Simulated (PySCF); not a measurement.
**Simulated absorption spectrum**

Compound: C5H9BO2.
Cartesian coordinates in Å at the PBE0-D3(BJ)/def2-SVP level; atoms count from 1:
```xyz
17
C5H9BO2 angstrom
C      2.4648    1.6533   -0.5806
C      2.2098    0.4980   -0.2998
B      1.8640   -0.9579    0.0824
O      2.7127   -1.9496   -0.2834
O      0.7406   -1.2770    0.7750
C     -0.2461   -0.3372    1.1426
C     -1.3022   -0.1927    0.0643
C     -2.4148    0.7613    0.4640
H      2.7050    2.6696   -0.8373
H      2.3814   -2.8062    0.0112
H      0.2169    0.6424    1.3549
H     -0.7032   -0.6997    2.0780
H     -0.8111    0.1601   -0.8586
H     -1.7108   -1.1922   -0.1605
H     -2.9332    0.4188    1.3742
H     -2.0244    1.7717    0.6659
H     -3.1687    0.8514   -0.3316
```

Theory: PySCF, TDDFT B3LYP/def2-SVPD, vertical, gas phase, core orbitals frozen in the response.

Computed states:

```json
{"state": "S1", "E (eV)": "5.58", "f": "0.0001"}
{"state": "S2", "E (eV)": "6.16", "f": "0.038"}
{"state": "S3", "E (eV)": "6.71", "f": "0.0002"}
{"state": "S4", "E (eV)": "6.86", "f": "0.070"}
{"state": "S5", "E (eV)": "7.08", "f": "0.0079"}
{"state": "S6", "E (eV)": "7.36", "f": "0.024"}
{"state": "S7", "E (eV)": "7.44", "f": "0.019"}
{"state": "S8", "E (eV)": "7.54", "f": "0.0032"}
{"state": "S9", "E (eV)": "7.78", "f": "0.024"}
{"state": "S10", "E (eV)": "7.83", "f": "0.021"}
```

Broadening: Gaussians 0.25 eV wide at half height, area fixed by f = 4.319×10⁻⁹ ∫ε dν̃. The width is an assumption, not a result. The curve ends short of the highest state used, and states not computed would add to its high-energy end.

Question: What does the envelope look like, and where are its maxima?

Answer: 
E (eV), ε (L mol⁻¹ cm⁻¹) and a bar:
```
     5.21          0 
     5.28          0 
     5.35          1 
     5.42          3 
     5.49          7 
     5.56          9 
     5.63          9 
     5.70          6 
     5.77          7 
     5.84         42 
     5.91        248 #
     5.98        955 ####
     6.05       2377 ##########
     6.12       3833 ###############
     6.19       4001 ################
     6.26       2703 ###########
     6.33       1183 #####
     6.40        336 #
     6.46         89 
     6.53         81 
     6.60        416 ##
     6.67       1618 ######
     6.74       4127 #################
     6.81       6866 ###########################
     6.88       7495 ##############################
     6.95       5536 ######################
     7.02       3064 ############
     7.09       1629 #######
     7.16       1256 #####
     7.23       1835 #######
```

Maxima: 222 nm (5.58 eV), ε about 9.7, made up of S1 (100%); 201 nm (6.16 eV), ε about 4100, made up of S2 (100%); 181 nm (6.86 eV), ε about 7600, made up of S4 (98%) (ε in L mol⁻¹ cm⁻¹; maxima over ε = 5, shares over 10%). At its high-energy end, 7.23 eV, the curve is still rising (ε about 1800, from S5, S6 and S7).

Question: Coming from long wavelengths, where does ε first pass 100 L mol⁻¹ cm⁻¹?

Answer: At about 211 nm (5.87 eV), 0.29 eV above S1.

Question: On this curve, what absorbance would a 10⁻³ mol/L sample give at 193 nm over a 1 cm path?

Answer: 193 nm is 6.424 eV, where ε is about 200 L mol⁻¹ cm⁻¹, so A = ε c l ≈ 0.2 (Beer–Lambert, with the gas-phase spectrum and the assumed width).

Question: What would ε be at 6.86 eV, the highest of these maxima, with half the width (0.125 eV)?

Answer: About 15000 L mol⁻¹ cm⁻¹ against 7620, a factor of about 1.97; a lone state at its own centre would give exactly 2.

One conformer stands for the species.
